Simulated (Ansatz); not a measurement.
`[CH3][AlH][B](F)[GeH3]`. The species carries charge 0 and has multiplicity 1. The structure was optimised at the PBE0-D4/def2-TZVP level. It is one conformer, not always the lowest.

```xyz
12

C     1.555   -0.292    1.439
Al   -0.269   -0.981    1.319
B    -1.463   -0.367   -0.411
F    -2.701   -0.816   -0.574
Ge   -0.708    0.940   -1.867
H     2.085   -0.606    2.341
H     2.144   -0.617    0.573
H     1.558    0.803    1.409
H    -0.855   -1.953    2.441
H     0.594    0.346   -2.446
H    -0.297    2.263   -1.183
H    -1.644    1.280   -3.042
```

(1) What is the dipole moment at B3LYP/def2-TZVPP? (Estimate.)

(2) And with PBE, r2SCAN, ωB97M-V? (Estimate.)

(3) Give the Mulliken charges with B3LYP, ωB97M-V, r2SCAN in def2-TZVPP. (Estimate.)

Results:

(1) The calculation gave: 0.82 D, with components (0.68, -0.03, 0.47) D in this frame, pointing from negative to positive charge.

(2) Computed: PBE 0.76 D, r2SCAN 0.82 D, ωB97M-V 0.83 D.

(3) Computed: 
| atom | B3LYP | ωB97M-V | r2SCAN |
| --- | --- | --- | --- |
| C1 | -0.44 | -0.53 | -0.38 |
| Al2 | 0.31 | 0.35 | 0.38 |
| B3 | 0.30 | 0.23 | 0.25 |
| F4 | -0.18 | -0.17 | -0.20 |
| Ge5 | -0.06 | -0.13 | -0.02 |
| H6 | 0.10 | 0.12 | 0.07 |
| H7 | 0.09 | 0.11 | 0.07 |
| H8 | 0.09 | 0.11 | 0.07 |
| H9 | -0.14 | -0.11 | -0.16 |
| H10 | -0.02 | 0.01 | -0.02 |
| H11 | -0.02 | 0.00 | -0.02 |
| H12 | -0.01 | 0.01 | -0.02 |

B3LYP here is the variant with VWN-RPA as its local correlation; programs differ in this.
